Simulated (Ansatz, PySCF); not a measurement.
C6H12. Atoms are numbered in the order given.

```xyz
18

C     -1.2612    -0.7282    -0.2279
C     -1.2612     0.7282     0.2279
C      0.0000     1.4563    -0.2279
C      1.2612     0.7282     0.2279
C      1.2612    -0.7282    -0.2279
C      0.0000    -1.4563     0.2279
H     -1.3182    -0.7611    -1.3315
H     -2.1601    -1.2471     0.1431
H     -2.1601     1.2471    -0.1431
H     -1.3182     0.7611     1.3315
H      0.0000     1.5221    -1.3315
H      0.0000     2.4943     0.1431
H      2.1601     1.2471    -0.1431
H      1.3182     0.7611     1.3315
H      2.1601    -1.2471     0.1431
H      1.3182    -0.7611    -1.3315
H      0.0000    -1.5221     1.3315
H      0.0000    -2.4943    -0.1431
```

Geometry optimised at PBE0-D3(BJ)/def2-SVP. Other conformers were not sampled.

Vertical ionisation energy (IE) and electron affinity (EA) in eV. Rows of orbital energies are one-electron estimates. Where ΔSCF, EOM or ADC give a negative EA the extra electron is unbound and the value depends on the basis.

```json
[
 {"level": "−ε(HOMO), −ε(LUMO), CAM-B3LYP/def2-TZVP (PySCF)", "IE": "9.72", "EA": "-1.92"},
 {"level": "ΔSCF, PBE0/def2-SVPD (Ansatz), final states of multiplicity 2 and 2", "IE": "10.28", "EA": "-1.92"}
]
```

Q: What vertical singlet–triplet gap does ΔSCF give with PBE0/def2-SVPD (Ansatz, a first-principles code)? (The exact figures need the calculation; the answer reports its results.)

A: 8.01 eV (triplet above singlet where positive).
